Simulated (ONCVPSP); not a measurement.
Logarithmic derivatives: oxygen (O), ONCV

ONCVPSP 4.0.1 input, shortened (lines: element, Z, core and valence counts, functional; n l f; lmax; l rc ep ncon nbas qcut; lloc lpopt rc5 dvloc0; l nproj debl; icmod fcfact rcfact), Wu-Cohen, scalar-relativistic:

```
  O 8.00    1    2  -118130      upf
    1    0    2.00
    2    0    1.75
    2    1    4.25
    1
    0    0.80    0.00    5   10    9.10
    1    2.05    0.00    4    7    7.20
    4    4    0.65    3.00
    0    2    3.10
    1    1    0.50
    2    0.75    1.10
```

The phase is arctan(r·R′/R) of the radial function R(r), unwrapped; energies in Ha, scanned from -2 to 5 Ha. A pole is an energy at which the radial function vanishes at the test radius. The pseudo phase is shifted by a multiple of π to meet the all-electron one at the reference energy, and phase errors are pseudo minus all-electron; the curves can meet again beyond the range given. Levels narrower than the energy grid can be missing from the lists of poles.

```tsv
channel	radius (bohr)	reference energy (Ha)	poles, all-electron	poles, pseudo	unbroken range about the reference energy with phases within 0.05 rad	phase error 1 Ha above the reference energy (rad)
s	0.81	-0.88	none	none	the whole range	-0.000
p	2.08	-0.33	-0.10, 3.42	-0.10, 4.13	below 0.5	+0.089
```

Phases in the p channel:

```csv
E (Ha),all-electron,pseudo
-1.98,1.237,1.238
-1.62,1.179,1.181
-1.26,1.078,1.081
-0.90,0.831,0.839
-0.54,-0.310,-0.301
-0.18,-1.482,-1.480
0.18,-1.804,-1.788
0.54,-2.091,-2.035
0.90,-2.670,-2.456
1.26,-3.679,-3.306
1.62,-4.213,-4.010
1.98,-4.428,-4.310
2.34,-4.541,-4.456
2.70,-4.614,-4.542
3.06,-4.668,-4.601
3.42,-4.713,-4.645
3.78,-4.756,-4.681
4.14,-4.801,-4.713
4.50,-4.857,-4.743
4.86,-4.939,-4.774
```
